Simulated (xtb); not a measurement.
ClGeH₅OSi, SMILES [SiH2](Cl)[O][GeH3]. All values are semi-empirical tight-binding results from xtb (GFN2-xTB unless named), good for trends rather than for accurate numbers. Geometry optimised at GFN2-xTB. The structure was generated by enumeration, and PubChem lists no compound with its InChIKey, so it may never have been made. The values are those of a single conformer.

For metal compounds this method's bond lengths and energies can be far off.

Computed properties:
- point group as xtb finds it: Cs
- orbital gap: 6.14 eV
- zero-point energy: 27.2 kcal/mol
- G − E(el) at 298.15 K (modified RRHO): 6.0 kcal/mol
